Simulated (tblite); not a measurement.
Species: C6H6Si.
InChI=1S/C6H6Si/c1-2-6-4-3-5-7-6/h1,3-5H,7H2

Level: GFN2-xTB in tblite, geometry and Hessian alike; calculated harmonic values, unscaled, isolated species. Against measured fundamentals such values can be off by several per cent, at times by over 20. Modes of hydrogen on silicon can be 10 to 20 % off.

Harmonic wavenumbers (cm⁻¹): 126.7, 127.8, 227.4, 372.2, 387.6, 391.8, 417.1, 507.9, 538.8, 579.6, 602.1, 641.3, 659.0, 661.5, 737.5, 754.8, 810.5, 858.6, 911.9, 1037.2, 1096.2, 1188.8, 1234.5, 1316.4, 1520.6, 1599.3, 2222.2, 2261.1, 2263.1, 3053.6, 3067.2, 3100.0, 3393.6.

A = 4722, B = 1691, C = 1264 MHz; mass 106.024 u (most abundant isotopes); point group Cs, symmetry number 1.

Task: Zero-point energy?

Result: ½Σν̃ = 19334 cm⁻¹ = 231.29 kJ/mol.

Task: Give the ideal-gas entropy at 200 K and 1 bar in the rigid-rotor, harmonic-oscillator model (classical rotation).

Result: Translation 158.72, rotation 111.57, vibration 37.20: S = 307.5 J/(mol K).

Task: And Cp and H(200 K) − H(0)?

Result: Cp = 93.53 J/(mol K), of which vibrations give 60.28 (their classical limit is 33 R = 274.4); H(200 K) − H(0) = 11.42 kJ/mol without the zero-point energy, 4.77 from vibrations.

Task: Blend soft modes into free rotors: weight 1/[1 + (100 cm⁻¹/ν̃)⁴] for the oscillator and the rest for a rotor with moment μB/(μ + B), μ = h/(8π²ν), B = 10⁻⁴⁴ kg m². What vibrational entropy results?

Result: 37.30 J/(mol K) in place of 37.20, which changes −T·S at 200 K by -0.02 kJ/mol.

Task: What must be added to the electronic energy to get the Gibbs energy at 200 K and 1 bar?

Result: ZPE + [H(200 K) − H(0)] − T·S = 231.29 + 11.42 − 61.50 = 181.21 kJ/mol.

Task: Which modes carry the vibrational entropy at 200 K?

Result: 126.7 cm⁻¹: 9.37; 127.8 cm⁻¹: 9.30; 227.4 cm⁻¹: 5.09; 372.2 cm⁻¹: 2.24; 387.6 cm⁻¹: 2.05; 391.8 cm⁻¹: 2.00 J/(mol K); the other 27 give 7.16 together.

Hindered rotation and anharmonicity are outside this model.
